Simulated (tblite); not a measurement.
C₈H₁₅P.
Structure used (GFN2-xTB), in Å, numbered top down from 1:
```xyz
24
C8H15P angstrom
C     -2.9819    0.5797   -0.0350
C     -1.4778    0.3967    0.0825
C     -0.6472    1.6869   -0.0264
P      0.6717    0.8508   -1.0677
C      1.6491    0.1114    0.3070
C      3.0753    0.5662    0.4488
C      2.7826   -0.8055   -0.0574
C     -0.8027   -0.3375   -1.0920
C     -0.5674   -1.8281   -0.9536
H     -3.2324    1.0848   -0.9660
H     -3.4851   -0.3850   -0.0202
H     -3.3595    1.1768    0.7931
H     -1.2582   -0.1219    1.0195
H     -1.1615    2.4513   -0.6107
H     -0.3058    2.1275    0.9095
H      1.1108   -0.1009    1.2244
H      3.4801    0.6771    1.4438
H      3.4464    1.2960   -0.2561
H      2.9543   -1.0044   -1.1054
H      2.9851   -1.6505    0.5846
H     -1.3555   -0.1392   -2.0176
H     -0.0005   -2.0518   -0.0529
H     -1.5197   -2.3545   -0.9013
H     -0.0120   -2.2059   -1.8099
```

Computed values, GFN2-xTB/tblite, gas phase, harmonic and unscaled. This tight-binding method is rough: wavenumbers can miss measured ones by several per cent, in bad cases by 10 to 20. One conformer, not necessarily the lowest.

Harmonic wavenumbers (cm⁻¹): 44.9, 78.0, 128.7, 170.2, 177.9, 200.7, 238.5, 267.6, 280.1, 306.8, 378.4, 490.9, 511.6, 650.4, 674.8, 741.4, 795.3, 808.8, 835.7, 855.6, 938.8, 956.5, 978.6, 988.0, 995.9, 1015.7, 1031.8, 1068.3, 1068.9, 1086.6, 1097.3, 1126.9, 1143.0, 1152.0, 1158.4, 1179.5, 1203.0, 1215.2, 1254.8, 1301.8, 1324.0, 1341.5, 1405.8, 1410.2, 1436.0, 1443.9, 1479.8, 1493.2, 1495.8, 1499.1, 1501.8, 2910.2, 2945.1, 2973.6, 2984.0, 3002.5, 3006.6, 3022.1, 3024.8, 3025.5, 3031.0, 3036.5, 3075.7, 3077.5, 3079.6, 3096.0.

A = 2494, B = 935.6, C = 800.1 MHz; mass 142.091 u (most abundant isotopes); point group C1, symmetry number 1.

Q: Zero-point energy?

A: ½Σν̃ = 45860 cm⁻¹ = 548.60 kJ/mol.

Q: Entropy at 400 K, 1 bar (ideal gas, RRHO, classical rotation)?

A: Translation 176.78, rotation 127.23, vibration 178.78: S = 482.8 J/(mol K).

Q: And Cp and H(400 K) − H(0)?

A: Cp = 231.74 J/(mol K), of which vibrations give 198.48 (their classical limit is 66 R = 548.8); H(400 K) − H(0) = 51.54 kJ/mol without the zero-point energy, 38.24 from vibrations.

Q: What must be added to the electronic energy to get the Gibbs energy at 400 K and 1 bar?

A: ZPE + [H(400 K) − H(0)] − T·S = 548.60 + 51.54 − 193.11 = 407.03 kJ/mol.

Q: Blend soft modes into free rotors: weight 1/[1 + (100 cm⁻¹/ν̃)⁴] for the oscillator and the rest for a rotor with moment μB/(μ + B), μ = h/(8π²ν), B = 10⁻⁴⁴ kg m². What vibrational entropy results?

A: 167.59 J/(mol K) in place of 178.78, which changes −T·S at 400 K by +4.48 kJ/mol.

Q: How do the functions run with temperature in this model?

A: 
| T (K) | S (J/(mol K)) | Cp (J/(mol K)) | H − H(0) (kJ/mol) | G − H(0) (kJ/mol) | ln q(vib) |
| --- | --- | --- | --- | --- | --- |
| 150 | 330.5 | 104.7 | 10.15 | -39.43 | 2.97 |
| 250 | 394.4 | 150.8 | 22.84 | -75.75 | 5.76 |
| 298.15 | 423.1 | 176.6 | 30.72 | -95.43 | 7.11 |
| 600 | 594.4 | 319.4 | 107.18 | -249.45 | 15.82 |
| 900 | 741.3 | 403.8 | 216.71 | -450.43 | 24.39 |

q(vib) and H(0) count from the zero-point level.

Q: Which modes carry the vibrational entropy at 400 K?

A: 44.9 cm⁻¹: 23.48; 78.0 cm⁻¹: 18.91; 128.7 cm⁻¹: 14.79; 170.2 cm⁻¹: 12.52; 177.9 cm⁻¹: 12.17; 200.7 cm⁻¹: 11.20 J/(mol K); the other 60 give 85.70 together.

Hindered rotation and anharmonicity are outside this model. Other conformers, if any are populated, would add a mixing term that is left out. The structure is chiral; the term R ln 2 for an equal mix with its mirror image is left out.
